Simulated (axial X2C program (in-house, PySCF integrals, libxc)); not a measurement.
**Low determinants of InN at the PBE0 level, 2c**

Calculated with an in-house relativistic program for diatomic molecules. Two-component (2c) means X2C with spin–orbit coupling and atomic mean-field two-electron Coulomb and Gaunt terms. Basis: In dyall-cv3z [11s12p9d4f1g], N dyall-av3z [7s7p3d2f] (cores contracted in-house); Gaussian nuclei, density fitting, unrestricted open shells. Masses: In 114.904 u, N 14.003 u.

Search at 2.219 Å (vertical energies from the lowest determinant):

```
ΔE (eV)  state  electrons beyond evenly filled partner blocks  electrons in ±ω = 1/2, 3/2, 5/2, 7/2
   0.00  Ω = 1                              ω = -1/2, ω = 3/2                             37 15 4 0
   0.43  Ω = 2                               ω = 1/2, ω = 3/2                             37 15 4 0
   0.94  Ω = 1                                    2 × ω = 1/2                             36 16 4 0
   1.51  Ω = 0                                           none                             38 14 4 0
   1.56  Ω = 0                                           none                             36 16 4 0
   2.23  Ω = 3                                    2 × ω = 3/2                             36 16 4 0
   2.98  Ω = 0                          3 × ω = 1/2, ω = -3/2                             37 15 4 0
```

Lowest determinant, Ω = 1 (⟨Sz⟩ = 1.00, ⟨Lz⟩ = 0.00 at PBE0): Re = 2.210 Å, ωe = 444.9 cm⁻¹.

The determinant in row 2 of the search, Ω = 2 (⟨Sz⟩ = 1.00, ⟨Lz⟩ = 1.00 at PBE0), was followed along the bond at PBE0; measured from the minimum of the lowest determinant it gives:

Te = 0.319 eV (2573 cm⁻¹), Re = 2.061 Å, ωe = 505.2 cm⁻¹.

(1) Compare the bond of the determinant in row 2 with that of the lowest one.

The search compares states at one distance, so a state with another bond length can lie lower; it is not exhaustive and yields mostly the lowest determinant of each block pattern, so other components and higher states of one pattern are missing. These are energies of single determinants, not of spin-adapted states; PBE0 term energies can be off by some tenths of an eV, and the functional has no current term. Open-shell Ω = 0 determinants with evenly filled partner blocks cannot be reached by this program, so the Ω shown need not be the lowest component. The lowest determinant need not be the ground state where others lie within half an eV.

## Answers

(1) At PBE0 its Re is 0.149 Å shorter and its force constant, which goes as ωe², is 1.29 times that of the lowest determinant. T0 ≈ Te + Δωe/2 = 2573 + (30) = 2603 cm⁻¹.
